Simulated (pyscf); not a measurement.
Routes from F–CH•–CH(F)–F

Candidate steps break at most two bonds and form at most two. Each was searched with GFN2-xTB (tblite) first. Structures and frequencies: ωB97X-D3(BJ)/def2-SVP in PySCF. Energies: ωB97M-D3(BJ)/def2-TZVP, eV, from the reactant's lowest minimum found, doublet surface; ΔG‡ with ideal gas, 1 atm, RRHO with modes under 100 cm⁻¹ raised to 100, one conformer, R ln 2 for chiral ones without a mode under 150 cm⁻¹.

| products | type | ΔE‡ | ΔE | ΔG‡ 298 K | ΔG‡ 900 K | ν‡ (cm⁻¹) |
|---|---|---|---|---|---|---|
| F–CH•–CH(F)–F | group migration | 1.50 | 0.00 | 1.46 | 1.51 | 411i |
| F–CH₂–C•(F)–F | hydrogen shift | 2.38 | +0.04 | 2.24 | 2.25 | 2212i |

Plain bond fissions and candidates not yet searched are not listed, and one of them may be faster. Each barrier is that of the saddle found; lower ones may exist.
